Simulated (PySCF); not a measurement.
Structure problem from calculated spectra and properties.

Elements present: C, F and H. Monoisotopic mass: 128.1001 u.

- Rotational structure: rotational constants A, B, C: 3.325, 0.859, 0.836 GHz [GFN2-xTB]
- NMR, other nuclei: isotropic shieldings of nuclei other than C and H, by class: 420 (1 F) ppm [GIAO PBE0/pcSseg-1]
- 13C NMR: chemical shifts (computed TMS as zero) by class: 148.8 (1 C), 125.6 (1 C), 87.1 (1 C), 43.6 (1 C), 38.5 (1 C), 29.5 (1 C), 28.0 (1 C), 18.7 (1 C) ppm [GIAO PBE0/pcSseg-1]
- Dipole: 1.76 D [PBE0/pcSseg-1]
- 1H NMR: chemical shifts (computed TMS as zero) by class: 5.67 (1 H), 4.51 (1 H), 4.26 (1 H), 2.67 (1 H), 2.49 (1 H), 2.45 (1 H), 2.34 (1 H), 2.25 (1 H), 1.87 (1 H), 1.79 (3 H), 1.77 (1 H) ppm [GIAO PBE0/pcSseg-1]

Electronic properties: PySCF, gas phase, density fitting. Levels stand in brackets. The structure is a single GFN2-xTB conformer in the gas phase; no vibrational or solvent corrections. Each NMR value is the plain mean over a class of atoms that symmetry, rotation or inversion makes alike.

Problem. Which formula fits the mass and the elements?

Solution. C8H13F (calculated 128.1001). No other formula that holds each of these elements comes within 0.0003 u with a fitting electron parity and a possible valence count.

Problem. Propose a structure and show how it fits.

Solution. Numbering: `[CH3:1]/[CH:2]=[C:3]1\[CH2:4][CH2:5][C@H:6]([CH2:7][F:8])[CH2:9]1`. Its formula, C8H13F, gives 2 degrees of unsaturation: 1 ring and 1 π bond in the structure found. 8 carbons fall into 8 classes; from least to most shielded: fully substituted alkene carbon [C3] (148.8 ppm), alkene CH carbon [C2] (125.6 ppm), sp3 C–F carbon [C7] (87.1 ppm), sp3 CH carbon [C6] (43.6 ppm), allylic carbon [C9] (38.5 ppm), ring CH2 carbon [C5] (29.5 ppm), allylic carbon [C4] (28.0 ppm), allylic carbon [C1] (18.7 ppm). Hydrogen classes from least to most shielded: 1 H on an alkene CH carbon, C2 (5.67 ppm), 1 H on an sp3 C–F carbon, C7 (4.51 ppm), 1 H on an sp3 C–F carbon, C7 (4.26 ppm), 1 H on an allylic carbon, C9 (2.67 ppm), 1 H on an allylic carbon, C4 (2.49 ppm), 1 H on an allylic carbon, C4 (2.45 ppm), 1 H on an sp3 CH carbon, C6 (2.34 ppm), 1 H on a ring CH2 carbon, C5 (2.25 ppm), 1 H on an allylic carbon, C9 (1.87 ppm), 3 H on an allylic carbon, C1 (1.79 ppm), 1 H on a ring CH2 carbon, C5 (1.77 ppm). The other shieldings belong to: 420 ppm, alkyl fluorine [F8]. The optimised geometry has point group C1 and is an asymmetric top. Structure: `C/C=C1\CC[C@H](CF)C1`. Computed isomers that give other values at the same levels: `FC12CCC(CC1)CC2` (13C chemical shifts (computed TMS as zero) by class: 94.3 (1 C), 34.4 (3 C), 30.1 (3 C), 27.4 (1 C) ppm); `FC1CCC2(CC1)CC2` (13C chemical shifts (computed TMS as zero) by class: 95.8 (1 C), 36.6 (2 C), 36.2 (2 C), 20.4 (1 C), 14.7 (1 C), 14.0 (1 C) ppm); `C=C(CC)C(=C)CCF` (13C chemical shifts (computed TMS as zero) by class: 159.3 (1 C), 152.0 (1 C), 120.2 (1 C), 117.1 (1 C), 86.8 (1 C), 44.4 (1 C), 36.3 (1 C), 16.5 (1 C) ppm). The assignments are read from this structure; whether some other isomer fits the data as well wasn't checked. The mirror image fits equally.
